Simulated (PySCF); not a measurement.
Isomers of C3H11OPSi, from PBE0-D3(BJ)/def2-SVP geometry optimisation, gas phase (PySCF). One conformer each, no zero-point energy, no frequencies.

**Question.** Which is lower in electronic energy at this level?
A. `[CH3:1][CH:2]([CH3:3])[O:4][SiH2:5][PH2:6]` with C1–C2–O4–Si5 135°, C2–O4–Si5–P6 63°, O4–Si5–P6–H 177° and 83°: A = 3906, B = 1219, C = 993.9 MHz, dipole 0.39 D
B. `[CH3:1][O:2][CH2:3][CH2:4][PH:5][SiH3:6]` with C1–O2–C3–C4 -175°, O2–C3–C4–P5 60°, C3–C4–P5–Si6 -73°: A = 2828, B = 1630, C = 1147 MHz, dipole 2.48 D

**Answer.** A. That is `CC(C)O[SiH2]P`, 34.9 kcal/mol below the other.

```tsv
SMILES	mapped SMILES	E (Eh)	relative (kcal/mol)	relative (kJ/mol)	dipole (D)
CC(C)O[SiH2]P	[CH3:1][CH:2]([CH3:3])[O:4][SiH2:5][PH2:6]	-826.23490	0.0	0.0	0.39
COCCP[SiH3]	[CH3:1][O:2][CH2:3][CH2:4][PH:5][SiH3:6]	-826.17921	34.9	146.2	2.48
```

As drawn, the lower has an Si–O bond, which the higher lacks.
